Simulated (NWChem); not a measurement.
System: C₄H₄ClF; SMILES C=C(F)/C=C\Cl

```xyz
10

C     -0.0923     2.6499     0.0000
C      0.0497     1.3186     0.0000
F      1.2714     0.7894     0.0000
C     -1.0550     0.3750     0.0000
C     -1.0431    -0.9667     0.0000
Cl     0.3329    -1.9914     0.0000
H      0.7849     3.2980     0.0000
H     -1.0856     3.0975     0.0000
H     -2.0458     0.8370     0.0000
H     -1.9828    -1.5235     0.0000
```
Atoms are numbered in this order, from 1.

Level: PBE0/def2-SVP (NWChem), optimised geometry, unscaled harmonic frequencies. 

List the harmonic frequencies with IR intensities, and the thermochemistry.


| frequency (cm⁻¹) | IR intensity (km/mol) |
|---|---|
| 66 | 0.0 |
| 162 | 0.0 |
| 311 | 0.2 |
| 327 | 2.0 |
| 452 | 6.3 |
| 630 | 12.9 |
| 721 | 10.2 |
| 729 | 0.2 |
| 765 | 40.7 |
| 777 | 18.6 |
| 869 | 66.3 |
| 912 | 15.9 |
| 962 | 0.0 |
| 969 | 24.4 |
| 1221 | 21.4 |
| 1317 | 2.8 |
| 1393 | 8.1 |
| 1416 | 113.7 |
| 1682 | 1.3 |
| 1754 | 98.2 |
| 3203 | 2.4 |
| 3211 | 4.0 |
| 3237 | 4.5 |
| 3316 | 0.2 |

The zero-point energy is 43.4 kcal/mol and the thermal correction to the enthalpy at 298.15 K (with zero-point energy) comes out as 47.8 kcal/mol. The heat capacity Cv is 20.8 cal/(mol K). The entropy at 298.15 K and 1 atm (symmetry number 1) is 79.4 cal/(mol K) and the dipole moment is 2.26 D.

Rigid rotor and harmonic oscillator; modes under 100 cm⁻¹ make the entropy uncertain.
